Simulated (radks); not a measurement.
Q: Species: Ce39+. Configuration: [Ar] 3d1. Method: scalar-relativistic Kohn-Sham, PBE, spin-polarised, spherical densities, finite nucleus; open shells are filled with parallel spins first (spin-orbit coupling, left out, can overturn this in heavy ions); Fermi nuclear charge, rms radius 4.8771 fm; computed with a radial shooting solver on a logarithmic mesh with Libxc functionals. Some entries of the table are withheld. Estimate them.

orbital  occ.  eigenvalue (eV)  <1/r> (bohr^-1)  <r> (bohr)
1s up       1        -42447.47            63.34     0.02457
1s down     1        -42447.43            63.34     0.02457
2s up       1        -8574.927            14.73      0.1043
2s down     1        -8570.376            14.74      0.1043
2p up       3        -7917.068            13.93     0.09145
2p down     3        -7913.624            13.93     0.09141
3s up       1        -3193.022            5.812      0.2580
3s down     1        -3188.150            5.805      0.2582
3p up       3        -2987.607            5.550         (1)
3p down     3        -2982.493            5.542         (2)
3d up       1        -2744.795            5.304      0.2231
3d down     0        -2738.206            5.300      0.2234

A: 
(1) 3p up <r> (bohr): 0.2517
(2) 3p down <r> (bohr): 0.2519
